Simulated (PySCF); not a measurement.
**Excitation energy of C by level of theory**

C [He] 2s2 2p2 (3P) → C [He] 2s1 2p2 3s1 (5P), as a difference of total energies. Computed with PySCF 2.14 in aug-cc-pV5Z, with no relativity, point nucleus. Correlated levels: valence: 1s2 frozen. The calculations carry no spin-orbit coupling.

```
           method  excitation energy (cm⁻¹)
              UHF                     88489
              LDA                    102710
              PBE                    101700
             PBE0                    101210
           r2SCAN                     99720
            TPSSh                    104090
           PBEsol                    101100
        BHandHLYP                    105530
    MP2 (valence)                    101090
SCS-MP2 (valence)                    104220
```

The upper state lies above the first ionisation limit, but in LS coupling its spin forbids autoionisation to the ground ion. A Rydberg-like electron needs more diffuse functions than a valence basis has.

The promoted electron is Rydberg-like, and one or two diffuse shells describe it only roughly, which tends to raise the upper state.
